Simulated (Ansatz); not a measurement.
System: sum formula H$_{2}$BO (charge +1, singlet). It need not be the lowest isomer of its formula. 
Coordinates optimised at B3LYP-D3(BJ)/def2-TZVP (Ansatz, a first-principles code):
```xyz
4

H      0.0000     0.0000    -1.8853
B      0.0000     0.0000    -0.7151
O      0.0000     0.0000     0.4991
H      0.0000     0.0000     1.4683
```
Charge +1, spin multiplicity 1.

Basis-set convergence of Hartree-Fock and CCSD(T) correlation energies (hartree) with Ansatz. Correlated levels leave the core frozen unless marked. Spin-orbit coupling is left out. Non-relativistic.

```
basis    functions       E(HF)  E(corr, CCSD(T))
-------  ---------  ----------  ----------------
cc-pVDZ         38  -100.45350          -0.26949
cc-pVTZ         88  -100.48875          -0.33232
cc-pVQZ        170  -100.49662          -0.35439
```

Extrapolating the two largest sets (X = 3 and 4) as X^-3: E(corr) = (64·(-0.35439) - 27·(-0.33232))/37 = -0.3705 Eh, an estimate of the basis-set limit. The largest set recovers 95.7 % of it, the smallest 72.7 %.
